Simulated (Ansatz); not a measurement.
Basis sets compared for the cluster Si₅H₂. The state is a singlet with charge 0. Geometry B3LYP-D4/def2-SVP. Ansatz on 4 threads of Arm Neoverse V2 on a shared host; times are rough, and most runs start from earlier orbitals.

```
atom    x (Å)    y (Å)    z (Å)
 Si1  -0.2212   0.8062  -1.2843
 Si2  -1.5558  -0.7747  -0.2183
 Si3   0.1162   1.4893   0.9149
 Si4   0.2212  -0.8062   1.2843
 Si5   1.4396  -0.7146  -0.6965
  H6  -0.4352   1.5862  -2.5264
  H7   0.4352  -1.5862   2.5264
```

B3LYP takes the VWN-RPA correlation. The restricted singlet is unstable towards broken spin symmetry in Hartree–Fock (as tested in another run); at PBE-D4/def2-SVP, PBE-D4/def2-TZVPD, r2SCAN-D4/def2-TZVP, r2SCAN-D4/def2-TZVPD and others this wasn't settled. Another isomer (singlet) lies 0.08 eV lower at PBE0-D4/def2-TZVP; other spin states weren't run for this one.

Binding counts from free atoms (Si triplet, H doublet) in the same basis, without a counterpoise term.

| level | functions | energy (Eh) | HOMO (eV) | LUMO (eV) | binding per atom (eV) | wall time |
| --- | --- | --- | --- | --- | --- | --- |
| PBE-D4/def2-SVP | 100 | -1447.4538 | -5.72 | -3.08 | 3.25 | 0.8 s |
| PBE-D4/def2-TZVP (with forces) | 197 | -1447.9569 | -5.64 | -3.04 | 3.28 | 2 s |
| r2SCAN-D4/def2-TZVP | 197 | -1448.5341 | -5.82 | -2.98 | 3.22 | 4 s |
| B3LYP-D4/6-31G | 69 | -1448.5237 | -6.28 | -2.72 | 2.64 | 0.8 s |
| B3LYP-D4/def2-TZVP | 197 | -1448.7589 | -6.14 | -2.51 | 3.09 | 2.6 s |
| PBE0-D4/def2-SVP | 100 | -1447.5723 | -6.50 | -2.49 | 3.16 | 1 s |
| PBE0-D4/def2-TZVP | 197 | -1448.0718 | -6.39 | -2.41 | 3.20 | 2.6 s |

Task: Estimate the rows for PBE-D4/def2-TZVPD, r2SCAN-D4/def2-TZVPD, PBE0-D4/def2-TZVPD.

Result: 
| level | functions | energy (Eh) | HOMO (eV) | LUMO (eV) | binding per atom (eV) | wall time |
| --- | --- | --- | --- | --- | --- | --- |
| PBE-D4/def2-TZVPD | 233 | -1447.9578 | -5.65 | -3.06 | 3.28 | 2.7 s |
| r2SCAN-D4/def2-TZVPD | 233 | -1448.5348 | -5.82 | -2.99 | 3.22 | 6.5 s |
| PBE0-D4/def2-TZVPD | 233 | -1448.0725 | -6.40 | -2.43 | 3.20 | 3.4 s |
